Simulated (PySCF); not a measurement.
CH₈GeSi, SMILES [GeH3][SiH2]C.

Geometry: B3LYP-D3(BJ)/def2-SVP. The structure was generated by enumeration, and PubChem lists no compound with its InChIKey, so it may never have been made.

Two levels are set side by side: PBE/def2-TZVP (PySCF) and CAM-B3LYP/def2-TZVP (PySCF). Same geometry, gas phase. Differences are taken from unrounded values.

```tsv
quantity	PBE
orbital gap (eV)	6.32
highest occupied level (eV)	-6.85
lowest empty level (eV)	-0.53
dipole moment (D)	1.02
mean polarisability (bohr³)	77.8
```

### Question
These are the PBE values. What does CAM-B3LYP give? (The exact figures need the calculation; the answer reports its results.)

### Answer

```tsv
quantity	CAM-B3LYP	PBE minus CAM-B3LYP
orbital gap (eV)	10.41	-4.08
highest occupied level (eV)	-9.21	2.36
lowest empty level (eV)	1.19	-1.72
dipole moment (D)	0.98	0.04
mean polarisability (bohr³)	74.6	3.2
```

Without exact exchange PBE keeps part of each electron's self-repulsion, which lifts occupied levels and narrows the gap. Loosely held outer electrons make PBE densities more polarisable. Differences between two approximate levels are no errors against the true value.

Rough cost on one machine, each run with all the roots and properties that it gave: CAM-B3LYP against PBE within a factor of 2.
